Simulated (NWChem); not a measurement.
Molecule: CH5FO2Si; SMILES O[SiH](O)CF

```xyz
10

O      1.4980    -0.7043    -0.4674
Si     0.0371    -0.4295     0.2727
O     -1.0228    -1.6059    -0.2069
C     -0.7611     1.1788    -0.2941
F      0.0127     2.2377     0.1545
H      2.2878    -0.4170    -0.0016
H      0.2526    -0.3905     1.7513
H     -0.7159    -2.5165    -0.1753
H     -0.8304     1.2201    -1.3957
H     -1.7862     1.2854     0.1034
```
Atoms are numbered in this order, from 1.

Computed with NWChem. Pople sets run with spherical d functions. Coordinates come from a PBE0/def2-SVP optimisation. Atomic charges in e: unrestrained fits to the electrostatic potential beside Mulliken populations; buried atoms are poorly determined by the fit.

**Question.** What does the run give for Hartree-Fock/6-31G*? Quantities: ESP O1; Mulliken O1; ESP Si2; Mulliken Si2; ESP O3; Mulliken O3; ESP C4; Mulliken C4; ESP F5; Mulliken F5; relative RMS misfit of the potential (%).

**Answer.** 
```
Property                                  Result
----------------------------------------  ------
ESP O1                                     -0.78
Mulliken O1                                -0.90
ESP Si2                                     1.06
Mulliken Si2                                1.28
ESP O3                                     -0.83
Mulliken O3                                -0.90
ESP C4                                      0.10
Mulliken C4                                -0.15
ESP F5                                     -0.33
Mulliken F5                                -0.45
relative RMS misfit of the potential (%)      19
```
